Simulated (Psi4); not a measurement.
ISn (SMILES [Sn+][I]), charge +1, singlet, geometry from GFN2-xTB (such geometries of metal compounds can be far from the true shape) (core potentials on I, Sn); PBE0/def2-SVP in Psi4.

Input for Psi4:
```
memory 2 GB

molecule {
1 1
Sn   -0.00000000   -0.00000000   -1.37674874
I     0.00000000    0.00000000    1.29881957
}

set {
  basis def2-svp
}

energy('pbe0')
print_variables()
```

Write the output that Psi4 gives for this input, abridged.


```
   => Loading Basis Set <=

    Name: DEF2-SVP
    Role: ORBITAL
    Keyword: BASIS

    !!!  WARNING: ECP capability is in beta. Please check occupations closely.  !!!

         ---------------------------------------------------------
                                   SCF
               by Justin Turney, Rob Parrish, Andy Simmonett
                          and Daniel G. A. Smith
                              RKS Reference
         ---------------------------------------------------------

  ==> Geometry <==

    Molecular point group: c2v
    Full point group: C_inf_v

    Geometry (in Angstrom), charge = 1, multiplicity = 1:

       Center              X                  Y                   Z               Mass
    ------------   -----------------  -----------------  -----------------  -----------------
         SN           0.000000000000     0.000000000000    -1.375739069599   119.902201630000
         I            0.000000000000     0.000000000000     1.299829240401   126.904471900000

  Running in c2v symmetry.

  Rotational constants: A = ************  B =      0.03820  C =      0.03820 [cm^-1]
  Rotational constants: A = ************  B =   1145.08553  C =   1145.08553 [MHz]
  Nuclear repulsion =  108.779680481602071

  Charge       = 1
  Multiplicity = 1
  Electrons    = 46
  Nalpha       = 23
  Nbeta        = 23

  ==> Algorithm <==

  SCF Algorithm Type is DF.
  DIIS enabled.
  MOM disabled.
  Fractional occupation disabled.
  Guess Type is SAD.
  Energy threshold   = 1.00e-06
  Density threshold  = 1.00e-06
  Integral threshold = 1.00e-12

  ==> Primary Basis <==

  Basis Set: DEF2-SVP
    Blend: DEF2-SVP
    Number of shells: 20
    Number of basis functions: 52
    Number of Cartesian functions: 56
    Spherical Harmonics?: true
    Max angular momentum: 2

  Core potential: DEF2-SVP
    Number of shells: 8
    Number of ECP primitives: 47
    Number of ECP core electrons: 56
    Max angular momentum: 3

  ==> DFT Potential <==

   => LibXC <=

    Version 7.1.2
    S. Lehtola, C. Steigemann, M. J. T. Oliveira, and M. A. L. Marques,  SoftwareX 7, 1–5 (2018) (10.1016/j.softx.2017.11.002)

   => Composite Functional: PBE0 <=

    PBE0 Hyb-GGA Exchange-Correlation Functional

    C. Adamo and V. Barone,  J. Chem. Phys. 110, 6158 (1999) (10.1063/1.478522)
    M. Ernzerhof and G. E. Scuseria,  J. Chem. Phys. 110, 5029 (1999) (10.1063/1.478401)

    Deriv               =              1
    GGA                 =           TRUE
    Meta                =          FALSE

    Exchange Hybrid     =           TRUE
    MP2 Hybrid          =          FALSE

   => Exchange Functionals <=

    0.7500   Perdew, Burke & Ernzerhof

   => Exact (HF) Exchange <=

    0.2500               HF

   => Correlation Functionals <=

    1.0000   Perdew, Burke & Ernzerhof

   => LibXC Density Thresholds  <==

    XC_HYB_GGA_XC_PBEH:  1.00E-15

   => Molecular Quadrature <=

    Radial Scheme          =       TREUTLER
    Pruning Scheme         =           NONE
    Nuclear Scheme         =       TREUTLER

    Blocking Scheme        =         OCTREE
    BS radius alpha        =              1
    Pruning alpha          =              1
    Radial Points          =             75
    Spherical Points       =            302
    Total Points           =          40817
    Total Blocks           =            391
    Max Points             =            256
    Max Functions          =             52
    Weights Tolerance      =       1.00E-15

   => Loading Basis Set <=

    Name: (DEF2-SVP AUX)
    Role: JKFIT
    Keyword: DF_BASIS_SCF

  ==> Integral Setup <==

  SCF_SUBTYPE=INCORE selected. In-core MEM_DF algorithm will be used.
  Using in-core AOs.

  ==> MemDFJK: Density-Fitted J/K Matrices <==

    J tasked:                   Yes
    K tasked:                   Yes
    wK tasked:                   No
    Algorithm:                 Core
    Schwarz Cutoff:           1E-12
    Mask sparsity (%):       0.6657
    Fitting Condition:        1E-10

   => Auxiliary Basis Set <=

  Basis Set: (DEF2-SVP AUX)
    Blend: DEF2-UNIVERSAL-JKFIT
    Number of shells: 92
    Number of basis functions: 436
    Number of Cartesian functions: 618
    Spherical Harmonics?: true
    Max angular momentum: 5

  Minimum eigenvalue in the overlap matrix is 2.2892444102E-02.
  Reciprocal condition number of the overlap matrix is 6.6497025158E-03.
    Using symmetric orthogonalization.

  ==> Pre-Iterations <==

  SCF Guess: Superposition of Atomic Densities via on-the-fly atomic UHF (no occupation information).

   -------------------------
    Irrep   Nso     Nmo
   -------------------------
     A1        24      24
     A2         4       4
     B1        12      12
     B2        12      12
   -------------------------
    Total      52      52
   -------------------------

  ==> Iterations <==

                           Total Energy        Delta E     RMS |[F,P]|

   @DF-RKS iter SAD:  -507.96569061572529   -5.07966e+02   0.00000e+00
   @DF-RKS iter   1:  -511.57965634387818   -3.61397e+00   1.80089e-02 ADIIS/DIIS
   @DF-RKS iter   2:  -509.26023756565519    2.31942e+00   4.93065e-02 ADIIS/DIIS
   @DF-RKS iter   3:  -511.78390711758993   -2.52367e+00   5.89222e-03 ADIIS/DIIS
   @DF-RKS iter   4:  -511.79087396135503   -6.96684e-03   2.41269e-03 ADIIS/DIIS
   @DF-RKS iter   5:  -511.79521529064556   -4.34133e-03   6.50283e-04 ADIIS/DIIS
   @DF-RKS iter   6:  -511.79554590440540   -3.30614e-04   2.77882e-04 ADIIS/DIIS
   @DF-RKS iter   7:  -511.79561762100946   -7.17166e-05   2.05775e-05 DIIS
   @DF-RKS iter   8:  -511.79561795181388   -3.30804e-07   2.87468e-06 DIIS
   @DF-RKS iter   9:  -511.79561795753233   -5.71845e-09   1.10715e-06 DIIS
   @DF-RKS iter  10:  -511.79561795860684   -1.07451e-09   1.56672e-07 DIIS
  Energy and wave function converged.

  ==> Post-Iterations <==

   Electrons on quadrature grid:
      Ntotal   =   46.0000026686 ; deviation = 2.669e-06

    Orbital Energies [Eh]
    ---------------------

    Doubly Occupied:

[...]
    Virtual:

[...]
    Final Occupation by Irrep:
             A1    A2    B1    B2
    DOCC [    11,    2,    5,    5 ]
    NA   [    11,    2,    5,    5 ]
    NB   [    11,    2,    5,    5 ]

  @DF-RKS Final Energy:  -511.79561795860684

   => Energetics <=

    Nuclear Repulsion Energy =            108.7796804816020710
    One-Electron Energy =               -1100.7899918676587276
    Two-Electron Energy =                 510.7590237351180349
    DFT Exchange-Correlation Energy =     -30.5443303076682611
    Empirical Dispersion Energy =           0.0000000000000000
    VV10 Nonlocal Energy =                  0.0000000000000000
    Total Energy =                       -511.7956179586068401

Computation Completed

Properties will be evaluated at   0.000000,   0.000000,   0.000000 [a0]

Properties computed using the SCF density matrix

 Multipole Moments:

 ------------------------------------------------------------------------------------
     Multipole            Electronic (a.u.)      Nuclear  (a.u.)        Total (a.u.)
 ------------------------------------------------------------------------------------

 L = 1.  Multiply by 2.5417464519 to convert [e a0] to [Debye]
 Dipole X            :          0.0000000            0.0000000            0.0000000
 Dipole Y            :          0.0000000            0.0000000            0.0000000
 Dipole Z            :         -6.0933836            4.2130905           -1.8802931
 Magnitude           :                                                    1.8802931

 ------------------------------------------------------------------------------------

  Variable Map:
  ----------------------------------------------------------------------------
[...]
  Array Variable Map:
  ----------------------------------------------------------------------------
[...]
[...]
```
